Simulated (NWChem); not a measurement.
Molecule: TiH4S2; SMILES [SH][TiH2][SH]

```xyz
7

Ti     0.6411     0.0051    -0.0167
H      1.6804    -0.0784    -1.3436
H      1.5597    -0.0221     1.4004
S     -0.5476     1.9039    -0.0446
H      0.0602     2.0153     1.1750
S     -0.5794    -1.8768     0.0059
H      0.6258    -2.4613    -0.2451
```
Atoms are numbered in this order, from 1.

Computed with NWChem. Pople sets run with spherical d functions. All runs use the structure optimised with PBE0/def2-SVP.

For level PBE/6-31G*:

- highest occupied level (eV): -7.14
- orbital gap (eV): 3.02
- dipole (D): 0.82

Question: How do the values read with level PBE/STO-3G instead?

Answer: 
| Quantity | Value |
|---|---|
| highest occupied level (eV) | -3.72 |
| orbital gap (eV) | 4.72 |
| dipole (D) | 0.68 |
